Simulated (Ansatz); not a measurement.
Species: GaCl2, charge 1, singlet. GaCl2+ (SMILES [Cl][Ga+][Cl]).
B3LYP-D3(BJ)/def2-TZVP minimum from Ansatz (a quantum-chemistry and plane-wave program):
```
Ga
Cl 1 2.0381
Cl 1 2.0381 2 180.00
```
Charge +1, spin multiplicity 1.

Total energies in def2-TZVPP, 16 correlated electrons, 24 frozen orbitals. UHF or UKS for unpaired electrons; spin-orbit terms are left out. Cores are frozen in correlated methods (noble-gas shells, and filled d and f shells in the p block). No relativity. The spin of Cl2Ga+ ([Cl][Ga+][Cl], singlet) was assumed, and the state is the lowest solution found for it.

```csv
method,program,energy (Eh),minus CCSDT(Q) (mEh)
HF,Ansatz,-2842.09049,474.98
MP2,Ansatz,-2842.50996,55.51
CCSD,Ansatz,-2842.54310,22.37
CCSD(T),Ansatz,-2842.56331,2.16
CCSDT(Q),Ansatz,-2842.56547,0.00
```

Rough core times of Ansatz's runs on a shared machine: CCSD(T) under 20 s, CCSDT(Q) 20 min.
